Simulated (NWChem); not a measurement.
**Basis-set convergence for H2AlCl**

```xyz
4

Al     0.0000     0.0000    -1.0738
H     -1.4007     0.0000    -1.8030
H      1.4007     0.0000    -1.8030
Cl     0.0000     0.0000     1.0333
```
Charge 0, spin multiplicity 1.

Everything below was run with NWChem. All single points use one geometry, from PBE0/def2-SVP, a minimum by its harmonic frequencies.

Quantity: LUMO energy at the level PBE.

The Pople sets run with spherical d functions. The structure started from a generated list of species.

**Question.** In def2-QZVP the value is -2.45 eV. Among STO-3G, def2-SVP, 6-31+G*, def2-SVPD, aug-pcseg-1, cc-pVTZ, pcseg-2, def2-TZVPP, aug-cc-pVTZ, which is the smallest basis within 0.2 eV of it?

**Answer.** def2-SVP, with 46 functions against 200 (also within reach: 6-31+G*, def2-SVPD, aug-pcseg-1, cc-pVTZ, pcseg-2, def2-TZVPP, aug-cc-pVTZ). def2-QZVP isn't the basis-set limit itself, and a small set can land close by cancellation.

```json
[
 {"basis": "STO-3G", "functions": "20", "LUMO energy (eV)": "2.18"},
 {"basis": "def2-SVP", "functions": "46", "LUMO energy (eV)": "-2.33"},
 {"basis": "6-31+G*", "functions": "48", "LUMO energy (eV)": "-2.52"},
 {"basis": "def2-SVPD", "functions": "67", "LUMO energy (eV)": "-2.48"},
 {"basis": "aug-pcseg-1", "functions": "72", "LUMO energy (eV)": "-2.53"},
 {"basis": "cc-pVTZ", "functions": "96", "LUMO energy (eV)": "-2.43"},
 {"basis": "pcseg-2", "functions": "96", "LUMO energy (eV)": "-2.47"},
 {"basis": "def2-TZVPP", "functions": "112", "LUMO energy (eV)": "-2.42"},
 {"basis": "aug-cc-pVTZ", "functions": "146", "LUMO energy (eV)": "-2.47"},
 {"basis": "def2-QZVP", "functions": "200", "LUMO energy (eV)": "-2.45"}
]
```
